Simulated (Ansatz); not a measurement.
`C[O][Ti]([OH])([O]C)[O]C` + HCl → `C[O][Ti]([Cl])([O]C)[O]C` + H₂O  (ligand exchange at a Ti–O bond)

Computed with Ansatz on PBE0-D4/def2-TZVP structures; ΔE is electronic, products minus reactants. CCSD(T)/CBS is the MP2 limit (def2-TZVPP, def2-QZVPP) plus CCSD(T) − MP2 in def2-TZVPP, frozen cores. This one scheme is used for every species. DFT in def2-TZVPP. HSE06 is defined as in plane-wave codes. For Ti outer-core shells are correlated without core-valence functions, which leaves a few kJ/mol of doubt a bond. Scalar relativity is left out up to krypton. Each species was taken in one conformer, which may not be the lowest.

| level | ΔE (kJ/mol) | difference from CCSD(T)/CBS |
| --- | --- | --- |
| PBE-D4 | -51.7 | 4.1 |
| revPBE-D4 | -51.5 | 4.3 |
| r2SCAN-D4 | -53.1 | 2.7 |
| HSE06-D4 | -54.9 | 0.9 |
| BHLYP-D4 | -52.3 | 3.5 |
| ωB97M-V | -48.9 | 6.9 |
| PBE | -50.2 | 5.6 |
| revPBE | -50.9 | 4.9 |
| BLYP | -46.0 | 9.8 |
| r2SCAN | -52.7 | 3.1 |
| r2SCANh | -53.3 | 2.5 |
| CCSD(T)/def2-SVP | -41.6 | 14.2 |
| HF/def2-TZVPP | -48.6 | 7.2 |
| CCSD/def2-TZVPP | -46.8 | 9.0 |
| MP2/def2-QZVPP | -62.8 | -7.0 |
| SCS-MP2/def2-QZVPP | -56.9 | -1.1 |
| CCSD(T)/CBS | -55.8 | 0 |

Largest T1 diagnostic among the species: 0.022, so the coupled-cluster value is less sure than usual.

From BLYP to BHLYP (50 % exact exchange), in def2-TZVPP and without D4, ΔE moves by −3.1 kJ/mol. At CCSD(T), def2-SVP lies +14.2 kJ/mol from the extrapolated value and def2-TZVPP +4.0 kJ/mol.
